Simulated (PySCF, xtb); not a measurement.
Zr(Cl)3(OH) (Cl3HOZr), SMILES [OH][Zr]([Cl])([Cl])[Cl], multiplicity 1.

GFN2-xTB in xtb 6.7.1 at its own geometry gives an orbital gap of 3.45 eV and a dipole moment of 4.97 D.

Geometry optimised at PBE0-D3(BJ)/def2-SVP. The spin state was assumed, not searched. The isomer is the one that the SMILES or the coordinates give; other isomers of the formula were not compared. The def2 effective core potentials stand for the cores of Zr; spin–orbit coupling is left out. Other conformers were not sampled.

**Question.** What does PBE/def2-TZVP (PySCF) give? (An estimate is asked for; the answer gives what the named calculation found.)

**Answer.** gap 5.14 eV (levels -7.92 and -2.78 eV), dipole 2.94 D.
